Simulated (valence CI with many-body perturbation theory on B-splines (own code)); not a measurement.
# E1 line list for Br30+

Calculated by relativistic CI+MBPT: three valence electrons over a frozen Dirac-Fock core [He], radial functions for each j: 11 s, 11 p, 10 d, 8 f, 5 g, 2 h, with the one-electron correlation potential Σ1 (screened to all orders), the two-electron term Σ2, the three-electron term Σ3, Breit, model QED; selected single and double excitations, second order for the rest, scaled by the run's own slope (own B-spline code, finite nucleus).

No measured spectrum was set against this ion. As an estimate, large intervals hold to a few tenths of a per cent, small ones and those within an open d or f shell to about a per cent.

Lines 1 to 50 of 593 in falling wavelength, among levels below 23245 × 10³ cm⁻¹, chosen from the strongest by gf and those to the six lowest levels. Wavelengths and rates use the calculated energies. Electric multipoles are in the length gauge, E1 and E2 with the static RPA response of the core. Weak lines are less certain than strong ones. Lines between different terms over intervals too small for the method are left out, as are lines whose strength nearly cancels. Where a level lies close to another of its J and parity, the split of strength between their lines is uncertain. The highest levels of a list are the least certain.

Levels are named by their leading jj configuration (3d3/2^4 stands for four electrons in 3d with j = 3/2), which in mixed levels can hold well under half, so a name can repeat and another be missing. Letters in brackets count levels of one name in rising energy.

| λ vac (Å) | Upper | Lower | A (s⁻¹) | S (a.u.) with core polarisation | S without |
| --- | --- | --- | --- | --- | --- |
| 2438 | (2p1/2^2 4f7/2) J=7/2 | (2p1/2^2 4d5/2) J=5/2 | 1.58e+07 | 9.03e-01 | 9.03e-01 |
| 1918 | (2s 2p1/2 4f7/2) J=7/2 [a] | (2s 2p1/2 4d5/2) J=5/2 [a] | 3.08e+07 | 8.58e-01 | 8.58e-01 |
| 1835 | (2s 2p1/2 4f7/2) J=9/2 | (2s 2p1/2 4d5/2) J=7/2 | 3.65e+07 | 1.11e+00 | 1.11e+00 |
| 1748 | (2s^2 4f7/2) J=7/2 | (2s^2 4d5/2) J=5/2 | 4.24e+07 | 8.94e-01 | 8.94e-01 |
| 1652 | (2s 2p3/2 4f5/2) J=7/2 [a] | (2s 2p3/2 4d3/2) J=5/2 [a] | 3.46e+07 | 6.17e-01 | 6.17e-01 |
| 1606 | (2p1/2^2 4f5/2) J=5/2 | (2p1/2^2 4d3/2) J=3/2 | 5.16e+07 | 6.33e-01 | 6.33e-01 |
| 1586 | (2s 2p3/2 4f5/2) J=7/2 [b] | (2s 2p3/2 4d3/2) J=5/2 [b] | 3.75e+07 | 5.91e-01 | 5.91e-01 |
| 1583 | (2s 2p3/2 4f7/2) J=9/2 [b] | (2s 2p3/2 4d5/2) J=7/2 [b] | 5.70e+07 | 1.12e+00 | 1.12e+00 |
| 1555 | (2s 2p3/2 4f7/2) J=9/2 [a] | (2s 2p3/2 4d3/2) J=7/2 | 4.90e+07 | 9.09e-01 | 9.09e-01 |
| 1524 | (2s^2 4f5/2) J=5/2 | (2s^2 4d3/2) J=3/2 | 5.96e+07 | 6.25e-01 | 6.25e-01 |
| 1422 | (2s 2p1/2 4f5/2) J=5/2 [a] | (2s 2p1/2 4d3/2) J=3/2 [a] | 7.10e+07 | 6.05e-01 | 6.05e-01 |
| 1379 | (2s 2p1/2 4f5/2) J=7/2 | (2s 2p1/2 4d3/2) J=5/2 | 6.98e+07 | 7.23e-01 | 7.23e-01 |
| 1298 | (2s 2p3/2 4f7/2) J=11/2 | (2s 2p3/2 4d5/2) J=9/2 | 1.05e+08 | 1.36e+00 | 1.36e+00 |
| 1136 | (2p1/2^2 4d5/2) J=5/2 | (2s 2p3/2 4d5/2) J=3/2 [b] | 1.25e+08 | 5.42e-01 | 5.42e-01 |
| 1112 | (2s 2p3/2 4d5/2) J=9/2 | (2s 2p3/2 4p3/2) J=7/2 | 2.56e+08 | 1.74e+00 | 1.74e+00 |
| 1058 | (2s 2p1/2 4d5/2) J=7/2 | (2s 2p1/2 4p3/2) J=5/2 | 2.98e+08 | 1.39e+00 | 1.39e+00 |
| 1054 | (2s 2p3/2 4d3/2) J=7/2 | (2s 2p3/2 4p3/2) J=7/2 | 9.93e+07 | 4.59e-01 | 4.59e-01 |
| 1029 | (2s 2p3/2 4d5/2) J=5/2 [b] | (2s 2p3/2 4p3/2) J=3/2 [b] | 2.72e+08 | 8.79e-01 | 8.79e-01 |
| 1020 | (2s 2p3/2 4d5/2) J=7/2 [b] | (2s 2p3/2 4p3/2) J=5/2 [b] | 3.26e+08 | 1.37e+00 | 1.37e+00 |
| 1007 | (2s 2p1/2 4d5/2) J=5/2 [a] | (2s 2p1/2 4p3/2) J=3/2 [a] | 3.14e+08 | 9.50e-01 | 9.50e-01 |
| 988.7 | (2s^2 4d5/2) J=5/2 | (2s^2 4p3/2) J=3/2 | 3.59e+08 | 1.03e+00 | 1.03e+00 |
| 963.1 | (2s 2p3/2 4p1/2) J=3/2 [b] | (2s 2p3/2 4s) J=3/2 [b] | 2.19e+08 | 3.86e-01 | 3.86e-01 |
| 962.5 | (2p1/2^2 4d5/2) J=5/2 | (2p1/2^2 4p3/2) J=3/2 | 2.04e+08 | 5.39e-01 | 5.39e-01 |
| 949.6 | (2s 2p3/2 4d5/2) J=3/2 [b] | (2s 2p3/2 4p3/2) J=1/2 [b] | 2.50e+08 | 4.23e-01 | 4.23e-01 |
| 933.0 | (2s 2p1/2 4d5/2) J=5/2 [b] | (2s 2p1/2 4p3/2) J=3/2 [b] | 3.86e+08 | 9.28e-01 | 9.28e-01 |
| 917.8 | (2s 2p3/2 4d5/2) J=5/2 [a] | (2s 2p3/2 4p3/2) J=3/2 [a] | 2.76e+08 | 6.33e-01 | 6.33e-01 |
| 901.7 | (2s 2p3/2 4d5/2) J=7/2 [a] | (2s 2p3/2 4p3/2) J=5/2 [a] | 3.88e+08 | 1.12e+00 | 1.12e+00 |
| 886.7 | (2s 2p1/2 4d5/2) J=3/2 | (2s 2p1/2 4p3/2) J=1/2 | 3.95e+08 | 5.44e-01 | 5.44e-01 |
| 884.1 | (2s 2p3/2 4p1/2) J=3/2 [a] | (2s 2p3/2 4s) J=5/2 | 3.62e+08 | 4.94e-01 | 4.94e-01 |
| 839.5 | (2s 2p3/2 4p1/2) J=5/2 | (2s 2p3/2 4s) J=5/2 | 3.83e+08 | 6.71e-01 | 6.71e-01 |
| 818.8 | (2s 2p3/2 4d5/2) J=3/2 [a] | (2s 2p3/2 4p3/2) J=3/2 [a] | 3.25e+08 | 3.52e-01 | 3.52e-01 |
| 802.8 | (2s 2p3/2 4d3/2) J=7/2 | (2s 2p3/2 4p1/2) J=5/2 | 4.01e+08 | 8.18e-01 | 8.18e-01 |
| 799.8 | (2s 2p3/2 4d3/2) J=5/2 [a] | (2s 2p3/2 4p1/2) J=5/2 | 3.22e+08 | 4.88e-01 | 4.88e-01 |
| 785.1 | (2s 2p1/2 4p1/2) J=1/2 [b] | (2s 2p1/2 4s) J=3/2 | 7.01e+08 | 3.35e-01 | 3.35e-01 |
| 763.3 | (2s 2p3/2 4p3/2) J=3/2 [a] | (2s 2p3/2 4s) J=3/2 [a] | 5.52e+08 | 4.85e-01 | 4.85e-01 |
| 763.1 | (2s 2p3/2 4d3/2) J=5/2 [a] | (2s 2p3/2 4p1/2) J=3/2 [a] | 3.21e+08 | 4.23e-01 | 4.23e-01 |
| 755.0 | (2s 2p1/2 4d3/2) J=5/2 | (2s 2p1/2 4p1/2) J=3/2 | 5.70e+08 | 7.27e-01 | 7.27e-01 |
| 752.7 | (2s 2p3/2 4d3/2) J=3/2 [b] | (2s 2p3/2 4p1/2) J=1/2 | 4.06e+08 | 3.42e-01 | 3.42e-01 |
| 746.3 | (2s 2p3/2 4d3/2) J=5/2 [b] | (2s 2p3/2 4p1/2) J=3/2 [b] | 6.88e+08 | 8.47e-01 | 8.47e-01 |
| 744.1 | (2s 2p1/2 4d3/2) J=3/2 [a] | (2s 2p1/2 4p1/2) J=1/2 [a] | 6.96e+08 | 5.66e-01 | 5.66e-01 |
| 743.0 | (2p1/2^2 4d3/2) J=3/2 | (2p1/2^2 4p1/2) J=1/2 | 6.85e+08 | 5.55e-01 | 5.55e-01 |
| 732.7 | (2s 2p3/2 4d3/2) J=3/2 [a] | (2s 2p3/2 4p1/2) J=3/2 [a] | 5.35e+08 | 4.15e-01 | 4.15e-01 |
| 731.3 | (2s 2p1/2 4p3/2) J=1/2 | (2s 2p1/2 4s) J=1/2 [b] | 8.14e+08 | 3.14e-01 | 3.14e-01 |
| 726.2 | (2s^2 4d3/2) J=3/2 | (2s^2 4p1/2) J=1/2 | 7.52e+08 | 5.68e-01 | 5.68e-01 |
| 719.2 | (2s 2p3/2 4d3/2) J=1/2 [a] | (2s 2p3/2 4p1/2) J=3/2 [a] | 7.26e+08 | 2.66e-01 | 2.66e-01 |
| 686.6 | (2s 2p3/2 4p3/2) J=5/2 [b] | (2s 2p3/2 4s) J=3/2 [b] | 1.03e+09 | 9.89e-01 | 9.89e-01 |
| 682.2 | (2s 2p1/2 4p3/2) J=3/2 [b] | (2s 2p1/2 4s) J=1/2 [b] | 7.15e+08 | 4.48e-01 | 4.48e-01 |
| 671.9 | (2s 2p3/2 4p3/2) J=7/2 | (2s 2p3/2 4s) J=5/2 | 1.13e+09 | 1.36e+00 | 1.36e+00 |
| 666.4 | (2p1/2^2 4p3/2) J=3/2 | (2p1/2^2 4s) J=1/2 | 8.69e+08 | 5.08e-01 | 5.08e-01 |
| 659.6 | (2s 2p3/2 4p3/2) J=5/2 [a] | (2s 2p3/2 4s) J=3/2 [a] | 7.94e+08 | 6.75e-01 | 6.75e-01 |
